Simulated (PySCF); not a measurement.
Al(Me)2 (C₂H₆Al), SMILES [CH3][Al+][CH3], charge +1.

Geometry optimised at TPSSh-D3(BJ)/def2-TZVP. The multiplicity is an assumed one; other spin states were not compared. The isomer is the one that the SMILES or the coordinates give; other isomers of the formula were not compared.

The numbers are results of TDA-PBE/def2-SVPD in PySCF 2.14.0, not measurements.

Vertical excitations; the highest root listed may be one member of a degenerate set. Gas-phase values at a fixed geometry. State labels are in the subgroup C2h.

**Question.** Give excitation energies, oscillator strengths and character. (An estimate is asked for; the answer gives what the named calculation found.)

**Answer.** 
| state | symmetry | energy (eV) | λ (nm) | f | main pairs |
|---|---|---|---|---|---|
| S1 | Bg | 5.67 | 219 | 0.000 | HOMO→LUMO (degenerate set) |
| S2 | Ag | 5.67 | 219 | 0.000 | HOMO→LUMO+1 (degenerate set) |
| S3 | Bu | 7.03 | 176 | 0.341 | HOMO→LUMO+2 79 % |
| S4 | Au | 7.74 | 160 | 0.000 | HOMO−2→LUMO 50 %, HOMO−3→LUMO+1 50 % |
| S5 | Au | 7.81 | 159 | 0.000 | HOMO−3→LUMO+1, HOMO−2→LUMO (degenerate set) |
| S6 | Bu | 7.81 | 159 | 0.000 | HOMO−2→LUMO+1, HOMO−3→LUMO (degenerate set) |
| S7 | Bg | 7.85 | 158 | 0.000 | HOMO−4→LUMO 50 %, HOMO−5→LUMO+1 50 % |
| S8 | Bg | 7.93 | 156 | 0.000 | HOMO−5→LUMO+1, HOMO−4→LUMO (degenerate set) |
| S9 | Ag | 7.93 | 156 | 0.000 | HOMO−4→LUMO+1, HOMO−5→LUMO (degenerate set) |
| S10 | Ag | 8.03 | 154 | 0.000 | HOMO−1→LUMO+2 54 %, HOMO−5→LUMO 22 %, HOMO−4→LUMO+1 22 % |
| T1 | Bu | 5.26 | 236 | 0 | HOMO→LUMO+2 99 % |
| T2 | Bg | 5.28 | 235 | 0 | HOMO→LUMO (degenerate set) |
| T3 | Ag | 5.28 | 235 | 0 | HOMO→LUMO+1 (degenerate set) |
| T4 | Au | 6.87 | 180 | 0 | HOMO−1→LUMO 96 % |
Triplets are in the Tamm–Dancoff approximation.
